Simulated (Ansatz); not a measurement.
Harmonic frequencies (cm⁻¹) at PBE0-D4/def2-TZVP from Ansatz: 36, 79, 122, 196, 266, 308, 422, 529, 586, 608, 699, 706, 748, 843, 884, 942, 946, 954, 966, 1023, 1087, 1205, 1350, 2236, 2248, 2252, 2257, 2282, 2556, 2642.

Each molecule was computed in one conformer, which needn't be the lowest.

**Question.** Which molecule is it?
A. `C=CN(C)[SiH2]Cl`
B. `CCN[SiH2]Cl`
C. `CN([SiH3])[SiH2]Cl`
D. `BN([SiH3])[SiH2]Cl`

**Answer.** D.
